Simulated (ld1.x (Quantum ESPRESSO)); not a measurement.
Which change was made? (Ti, TM)

```
Element                 : Ti (Z = 22)
Generator               : ld1.x (Quantum ESPRESSO) 7.5
Type                    : norm-conserving Troullier–Martins (Kleinman–Bylander form)
Functional              : LDA (PZ)
Relativity              : fully relativistic
Frozen core             : [Ne] 3s2
Valence charge          : 10
Reference configuration : 3p6 3d2 4s2 4p0
Partial waves           : 4s (bound): rc 3.10 bohr; 3p (bound): rc 1.15 bohr; 3d (bound): rc 1.45 bohr
Local potential         : the d channel
Core correction         : none
```

Open shells are filled in proportion to 2j + 1 (rel_dist='average').

Cutoffs, loose and tight: the cutoffs (Ry, on a coarse ladder) from which the occupation-weighted sum of valence levels, in a spherical-Bessel basis at the reference potential, stays within 10 and 1 mRy of its value at 400 Ry. They do not see the model core or the augmentation charge, which bear on the density cutoff. Test errors are all-electron minus pseudo excitation energies from the reference, over the configurations 3p6 3d2 4s1 4p0; 3p6 3d2 4s0 4p0; 3p6 3d1 4s0 4p0; 3p6 3d2 4s0 4p1; 3p6 3d2 4s1 4p1; 3p6 3d0 4s0 4p0; 3p6 3d3 4s1 4p0; variants that change the core or the reference have their own tests.

The base gives: outcome: generated; cutoff, loose: 90 Ry; cutoff, tight: 110 Ry; bound ghosts: s; largest test error (meV): +324.

**Question.** After one change the result is: outcome: generated; cutoff, loose: 90 Ry; cutoff, tight: 110 Ry; bound ghosts: s; largest test error (meV): +405. Which change was it?
A. wave 4s (bound): rc 3.10 bohr becomes 4s (bound): rc 2.04 bohr
B. wave 4s (bound): rc 3.10 bohr becomes 4s (bound): rc 2.54 bohr
C. wave 4s (bound): rc 3.10 bohr becomes 4s (bound): rc 4.30 bohr

**Answer.** B. The others give: wave 4s (bound): rc 3.10 bohr becomes 4s (bound): rc 4.30 bohr → outcome: generated; cutoff, loose: 90 Ry; cutoff, tight: 100 Ry; bound ghosts: s; largest test error (meV): -671 | wave 4s (bound): rc 3.10 bohr becomes 4s (bound): rc 2.04 bohr → outcome: generated; cutoff, loose: 90 Ry; cutoff, tight: 110 Ry; bound ghosts: s; largest test error (meV): +180.
